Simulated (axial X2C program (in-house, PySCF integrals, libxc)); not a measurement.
## Correcting the dissociation energy of CsO for spin–orbit coupling

A spin-free CCSD(T) curve (one-electron X2C) was computed with an in-house all-electron X2C program for linear molecules (integrals from PySCF), basis Cs dyall-cv3z [15s15p9d4f1g], O dyall-av3z [7s6p3d2f] (cores contracted in-house), for the state M_S = 1/2, Λ = 0 (beyond evenly filled blocks: σα). It gives D0 = 3.007 eV to Cs + O, which in a spin-free picture are the weighted means of the ground terms.

Correlated methods: 15 electrons correlated (number of frozen shells: Cs 4 s, 3 p, 2 d; O 1 s), 295 virtual spin orbitals or spinors in MP2, 90 natural virtuals in coupled cluster.

Measured levels of the ground terms (NIST Handbook of Basic Atomic Spectroscopic Data), in cm⁻¹: Cs 2S: J = 1/2 at 0; O 3P: J = 2 at 0, J = 1 at 158.3, J = 0 at 227.

The molecular state has Λ = 0, so it has no first-order lowering.

(1) How far does each ground level lie under the (2J+1)-weighted mean of its term?

(2) Correct D0.

Second-order spin–orbit effects in the molecule, which grow quickly with Z, are left out. The state is a single determinant with fixed occupations, the lowest that a limited PBE0 search found. Dissociation energies refer to the lowest single-determinant-based atoms at the same level and basis. CCSD and (T) use frozen natural virtuals with an MP2 correction for the truncation; (T) itself is uncorrected, so its De runs slightly low. Other states lie close and PBE0, whose exact exchange favours high spin, may order them wrongly; the determinant shown need not be the ground state. The nearest other spin-free determinant of the search, M_S = 1/2, Λ = 1, lies 0.45 eV up at the distance of the search.

Results:

(1) Cs: a single level, 0; O: (5 × 0 + 3 × 158.3 + 1 × 227)/9 = 78 cm⁻¹.

(2) D0 = 3.007 + (0 − 78)/8065.5 = 2.997 eV at CCSD(T) with these spin–orbit terms. The direct two-component run gives 3.002 eV; the difference holds second-order terms in the molecule, scalar two-electron terms, the gap between measured and computed atomic splittings (a 2c atom can miss part of its lowering) and, in coupled cluster, the truncation of each run.
